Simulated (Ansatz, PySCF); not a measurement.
BF₂, SMILES F[B-]F (connectivity only; charge and spin as stated), charge -1, multiplicity 1.

Geometry: PBE0-D3(BJ)/def2-TZVPD.

Estimates of the vertical detachment energy (IE) of the anion in eV. Rows of orbital energies are one-electron estimates, which approximate functionals can put far too low.

```tsv
level	IE
−ε(HOMO), −ε(LUMO), PBE0/def2-TZVPD (PySCF)	-0.57
−ε(HOMO), −ε(LUMO), PBE/def2-TZVPD (PySCF)	-1.42
EOM-CCSD/aug-cc-pVDZ (PySCF)	1.41
ADC(2)/aug-cc-pVDZ (PySCF)	1.01
ΔSCF, PBE0/def2-TZVPD (Ansatz), final states of multiplicity 2	1.30
ΔSCF, PBE/def2-TZVPD (Ansatz), final states of multiplicity 2	1.36
```

What vertical singlet–triplet gap does ΔSCF give with PBE0/def2-TZVPD (Ansatz, a first-principles code) and with PBE/def2-TZVPD (Ansatz)? (The exact figures need the calculation; the answer reports its results.)

2.08 and 2.14 eV (triplet above singlet where positive).

Computed lowest 1s main lines (those of the lightest heavy element) from CVS-ADC(2)-x/aug-cc-pVDZ (PySCF, non-relativistic), with pole strengths:
194.3 eV (1.51).

Beyond the first one, list the lowest photoelectron lines from ADC(2)/aug-cc-pVDZ run with PySCF 2.14.0 with their pole strengths (two spins summed). (Estimate from the structure and the level; the computed values follow.)

6.76 eV (1.71), 8.66 eV (1.56).
